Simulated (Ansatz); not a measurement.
B4P4H14, a cluster cut from wurtzite BP (hydrogen-capped), relaxed as a singlet with RKS PBE-D4/def2-SVP in Ansatz, starting from the GFN2-xTB geometry. Force threshold 0.02 eV/Å.

Start:

```tsv
atom	x (Å)	y (Å)	z (Å)
B1	-1.805	0.534	-1.026
P2	-0.181	1.599	-1.148
B3	-0.849	-0.310	1.943
P4	-1.311	-0.931	0.157
P5	0.731	0.790	1.660
B6	1.371	0.972	-0.163
B7	0.082	-2.050	-0.612
P8	1.610	-0.856	-0.768
H9	-2.656	1.212	-0.543
H10	-2.067	0.134	-2.117
H11	-0.355	2.942	-0.818
H12	0.239	1.848	-2.454
H13	-1.704	0.386	2.393
H14	-0.546	-1.219	2.649
H15	-2.440	-1.736	0.293
H16	0.627	2.077	2.185
H17	1.826	0.429	2.444
H18	2.330	1.657	-0.277
H19	-0.213	-2.413	-1.706
H20	0.380	-2.935	0.126
H21	2.154	-0.791	-2.051
H22	2.774	-1.336	-0.168
```

Estimate the energy that the relaxation releases and the steps that it takes.

5.8 kcal/mol, in 4 steps; 9.5 s on 4 threads of Arm Neoverse V2 on a shared host. No frequencies were taken in this run, so the end may be a saddle point.

Does the start keep its bonding and symmetry?

By distances, no bond broke or formed. The bond that changes most is P2–H11, from 1.39 to 1.43 Å (atoms count from 1). Point group Cs at the start, C3v at the end, both within 0.05 Å.

Predict the relaxed structure.


```xyz
22

B    -1.818    0.539   -1.035
P    -0.187    1.631   -1.170
B    -0.856   -0.311    1.959
P    -1.322   -0.939    0.158
P     0.743    0.804    1.693
B     1.367    0.972   -0.163
B     0.086   -2.069   -0.616
P     1.639   -0.873   -0.784
H    -2.688    1.239   -0.533
H    -2.079    0.130   -2.158
H    -0.373    2.994   -0.782
H     0.256    1.837   -2.513
H    -1.734    0.410    2.415
H    -0.537   -1.245    2.683
H    -2.479   -1.762    0.296
H     0.607    2.134    2.197
H     1.871    0.385    2.464
H     2.356    1.674   -0.281
H    -0.216   -2.440   -1.743
H     0.398   -2.971    0.150
H     2.154   -0.782   -2.114
H     2.810   -1.356   -0.122
```
Bond lengths: 9 × B–P 1.96 to 1.97 Å; 7 × B–H 1.22 Å; 7 × H–P 1.43 Å.
